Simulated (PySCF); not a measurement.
B(Me)(NCO)(OH) (C2H4BNO2), SMILES CB(O)N=C=O. Atoms are numbered in the order given.

```xyz
10

B     -0.1038    -0.9557     0.0000
C      1.2068    -1.8280     0.0000
H      1.8223    -1.5799    -0.8802
H      1.8223    -1.5799     0.8802
H      1.0296    -2.9142     0.0000
N     -0.0044     0.4729     0.0000
C      0.0329     1.6653     0.0000
O      0.0852     2.8334     0.0000
O     -1.3601    -1.4652     0.0000
H     -1.3642    -2.4270     0.0000
```

Geometry optimised at PBE0-D3(BJ)/def2-SVP. The structure was generated by enumeration, and PubChem lists no compound with its InChIKey, so it may never have been made. Other conformers were not sampled.

These are PySCF with B3LYP/pcSseg-1 values and carry that method's errors.

GIAO shieldings, no solvent; atoms alike by connectivity are averaged. δ = σ(ref) − σ: ¹¹B against BF3 (σ = 86.3 ppm); ¹³C against TMS (σ = 181.3 ppm); ¹H against TMS (σ = 31.68 ppm); ¹⁵N against NH3 (σ = 265.5 ppm); ¹⁷O against H2O (σ = 333.8 ppm), references at their B3LYP-D3(BJ)/def2-TZVP geometries, non-relativistic.

Computed chemical shifts:
```
nucleus       atoms  count  δ (ppm)
-------  ----------  -----  -------
¹¹B              B1      1     18.5
¹³C              C7      1    125.0
¹³C              C2      1      6.7
¹H              H10      1     5.01
¹H       H3, H4, H5      3     0.70
¹⁵N              N6      1     68.6
¹⁷O              O9      1    180.1
¹⁷O              O8      1    149.2
```
